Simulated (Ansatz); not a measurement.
## Counterpoise correction, worked out

The pair of Li⁺ (SMILES [Li+], atom 1) and NH$_{3}$ (SMILES N, atoms 2–5), both closed shells, in one local arrangement (a lower one may exist), relaxed at PBE0-D4/def2-TZVP:

Li1  (0.000, 0.017, -1.812)
N2  (0.000, -0.001, 0.146)
H3  (-0.518, -0.781, 0.548)
H4  (0.930, -0.066, 0.555)
H5  (-0.413, 0.831, 0.563)
(Å)

Ansatz 0.2.0; basis: def2-TZVPPD; cores frozen in the correlated methods. The outer core shell of Li, Na, Mg and K is correlated.

CCSD(T) total energies in eV:

| system | geometry | basis functions | energy |
| --- | --- | --- | --- |
| pair | pair | all | -1736.39417 |
| Li⁺ | as in the pair | all (partner as ghosts) | -197.84687 |
| NH$_{3}$ | as in the pair | all (partner as ghosts) | -1536.86787 |
| Li⁺ | as in the pair | its own | -197.84251 |
| NH$_{3}$ | as in the pair | its own | -1536.85796 |
| Li⁺ | free (PBE0-D4 minimum) | its own | -197.84251 |
| NH$_{3}$ | free (PBE0-D4 minimum) | its own | -1536.86075 |

Task: Work out the interaction energy with and without the counterpoise correction, the superposition error, and the binding energy from the relaxed fragments.

Result: Without correction: -1736.39417 − (-197.84251) − (-1536.85796) = -1.69370 eV.
With correction (each fragment in the whole basis): -1736.39417 − (-197.84687) − (-1536.86787) = -1.67943 eV = -38.73 kcal/mol.
The superposition error is the difference, 0.01427 eV, 1 % of the uncorrected value: each fragment borrows its partner's functions.
Deformation from the free shapes: 0.00000 eV for Li⁺ and 0.00279 eV for NH$_{3}$.
Binding energy from relaxed fragments: -1.67943 + 0.00000 + 0.00279 = -1.67664 eV = -38.66 kcal/mol (electronic, without zero-point energy; negative means bound). For comparison, the corrected interaction energy by CCSD(T) at an estimated basis limit (MP2 extrapolated from triple and quadruple zeta, plus CCSD(T) − MP2 in triple zeta) is -1.710 eV; triple zeta with the correction binds less.

No T1 diagnostic of these runs exceeds 0.009.

For scale, one of the runs: CCSD(T)/def2-TZVPPD, 110 basis functions, launched by `ansatz run in.yaml --threads 2 --pin off --events-out ev --progress --plain --max-ram 5222MiB`. The run took about 0.85 s on 2 CPU threads of an AMD EPYC 9R45 (shared host).
